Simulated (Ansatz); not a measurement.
The first iterations of a band of C2H6OSSi (11 atoms, charge 0, multiplicity 1).

Theory: UKS PBE/6-31G* (Ansatz 0.2.0).

```yaml
movable_images: 7
climbing_image: yes
spring: 5.0 eV/Å²
optimiser: quadratic models (default)
start_path: through a guess of the saddle point
force_threshold: 0.05 eV/Å
iteration_limit: 60
end_points: relaxed
```

Image 0:

```xyz
11
Properties=species:S:1:pos:R:3
S -0.202 2.229 0.308
C -0.491 0.612 -0.542
O -1.167 -0.386 0.254
C -0.058 -1.148 0.839
Si 1.090 -0.480 -0.542
H -1.512 2.591 0.410
H -1.071 0.789 -1.461
H -0.324 -2.217 0.871
H 0.173 -0.798 1.862
H 1.197 -1.373 -1.743
H 2.431 0.123 -0.235
```

Image 8:

```xyz
11
Properties=species:S:1:pos:R:3
S -0.284 2.243 0.007
C -0.412 0.501 -0.327
O -0.765 -0.309 0.952
C 0.247 -1.646 0.603
Si 1.242 -0.512 -0.495
H -1.608 2.575 -0.045
H -1.188 0.267 -1.070
H -1.656 -0.707 0.832
H 0.600 -1.899 1.620
H 1.526 -1.037 -1.874
H 2.363 0.467 -0.183
```

| iteration | highest image above the first end (eV) | largest band force component (eV/Å) |
| --- | --- | --- |
| 1 | 4.989 | 7.461 |
| 2 | 4.015 | 3.981 |
| 3 | 3.557 | 2.525 |
| 4 | 3.361 | 1.617 |

Task: Does the band converge within its limit, and where does its top end?

Result: It converged. It ended after 14 iterations with the highest image 3.386 eV above the first end. Neighbouring images differ by up to 1.9 eV, so the band resolves the path poorly. A vibrational analysis at the climbing image gives one clearly imaginary mode, 736i cm⁻¹: a first-order saddle point. The orbitals stay closed-shell, which can raise the energy where a bond breaks towards radicals; this wasn't checked here.

The run took 3.8 min on 2 threads of Intel(R) Xeon(R) Platinum 8488C (Sapphire Rapids), on a shared host, peak memory 0.19 GiB.
